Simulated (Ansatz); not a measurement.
`[OH][W]([OH])([OH])([OH])([F])[Cl]` + `[CH3][Al]([SH])[Cl]` → `[OH][W]([OH])([OH])([F])([Cl])[Cl]` + `[CH3][Al]([OH])[SH]`  (redistribution)

Isolated molecules relaxed with PBE0-D4/def2-TZVP in Ansatz; ΔE leaves out vibrations. CCSD(T)/CBS is the MP2 limit (def2-TZVPP, def2-QZVPP) plus CCSD(T) − MP2 in def2-TZVPP, frozen cores. Functionals use def2-TZVPP. def2 core potentials past Kr. For W outer-core shells are correlated without core-valence functions, which leaves a few kJ/mol of doubt a bond. Each species was taken in one conformer, which may not be the lowest.

| level | ΔE (kJ/mol) |
| --- | --- |
| ωB97X-V | 42.8 |
| revPBE | 33.3 |

(1) What does CCSD(T)/CBS give? (An estimate is asked.)

Largest T1 diagnostic among the species: 0.022, so the coupled-cluster value is less sure than usual.

Results:

(1) Ansatz gave: +37.5 kJ/mol. The listed levels differ from it by 5.3, -4.2 kJ/mol.

From BLYP to BHLYP (50 % exact exchange), in def2-TZVPP and without D4, ΔE moves by +8.1 kJ/mol. Leaving LDA and LC-ωPBE aside and taking each functional with its dispersion term where it has one, the values, not all of them listed here, spread over 15.9 kJ/mol, from BLYP-D4 to ωB97X-V. In def2-TZVPP, CCSD(T) changes the Hartree–Fock value by −9.3 kJ/mol (the triples alone add −3.7 kJ/mol) and MP2 by −16.4 kJ/mol.
